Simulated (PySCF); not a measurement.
Species: C9H13 (charge +1).
Atom-mapped SMILES: `[CH3:1][CH2:2][CH2:3][C:4]1=[CH:5][CH:6]=[CH:7][CH+:8][CH2:9]1`

NICS = −σ at a ghost point: NICS(0) at the centroid of the ring atoms, NICS(1) 1 Å to either side along the normal of their mean plane, zz for the tensor component along that normal. Level: GIAO PBE0/pcSseg-1 (PySCF, non-relativistic, gas phase) on the GFN2-xTB geometry, one conformer.

Ring bond lengths (Å), with Mayer bond orders in brackets: C4–C5 1.385 (1.42), C5–C6 1.385 (1.41), C6–C7 1.407 (1.28), C7–C8 1.360 (1.61), C8–C9 1.465 (1.11), C9–C4 1.468 (1.07).

**Question.** What do the NICS probes read (ppm)?

**Answer.** 
```
             ring                                                    type  NICS(0)  NICS(1), two faces  NICS(1)zz, two faces  rms pucker (Å)  centre to ring atoms, mean (Å)
C4–C5–C6–C7–C8–C9  6-membered carbocycle; formal bonds 2 double, 4 single      0.2         -5.7 / -5.7         -11.4 / -12.4            0.00                            1.41
```

**Question.** What do they say, and how far can they be read as aromaticity?

**Answer.** 
- C4–C5–C6–C7–C8–C9: mean NICS(1)zz -11.9 ppm, shielded. C9 has four or more neighbours, and the NICS criterion for π rings isn't applied. NICS(0) lies 6 ppm above the mean NICS(1).

**Question.** What is the mean of the two in-plane components of NICS at the first NICS(1) probe listed for ring C4–C5–C6–C7–C8–C9, 1 Å off the ring?

**Answer.** The isotropic value is a third of the trace: (3 × -5.7 − (-11.4))/2 = -2.9 ppm.

**Question.** Give the inner angles of the rings and the Hirshfeld charges of the ring atoms.

**Answer.** 
- C4–C5–C6–C7–C8–C9: C4 119.2° (+0.126 e), C5 121.1° (-0.013 e), C6 121.7° (+0.081 e), C7 119.7° (-0.009 e), C8 121.3° (+0.064 e), C9 117.0° (-0.034 e); sum 720.0° against 720° for a flat convex ring.

**Question.** What are the shieldings of the ring atoms and their hydrogens in the same run (means over atoms taken as equivalent)?

**Answer.** 
| atoms | environment | σ isotropic (ppm) | principal values of the symmetric part, first atom (ppm) |
| --- | --- | --- | --- |
| C4 | fully substituted alkene carbon | -42.1 | -154.7, -141.8, 170.2 |
| C5 | alkene CH carbon | 46.2 | -57.1, 28.1, 167.8 |
| C6 | carbon bonded to 2 C and H | 10.2 | -100.5, -42.5, 173.7 |
| C7 | carbon bonded to 2 C and H | 47.0 | -63.4, 25.0, 179.5 |
| C8 | carbon bonded to 2 C and H | -0.2 | -132.8, -39.4, 171.7 |
| C9 | allylic carbon | 129.7 | 74.8, 145.7, 168.7 |
| H on C5 | vinylic hydrogen | 23.34 | 20.4, 21.2, 28.5 |
| H on C6 | hydrogen on carbon | 22.45 | 20.5, 20.7, 26.1 |
| H on C7 | hydrogen on carbon | 23.33 | 20.8, 23.2, 26.0 |
| H on C8 | hydrogen on carbon | 22.43 | 19.5, 20.7, 27.1 |
| H on C9 (×2) | methylene hydrogen | 26.68 | 21.1, 27.0, 32.0 |

The run took 70 s wall on Arm Neoverse N1, one thread, on a shared host. This is the whole shielding run at PBE0/pcSseg-1, SCF included.

Shape of the structure used: `[CH3:1][CH2:2][CH2:3][C:4]1=[CH:5][CH:6]=[CH:7][CH+:8][CH2:9]1`: C1–C2–C3–C4 68°, C2–C3–C4–C5 77°.
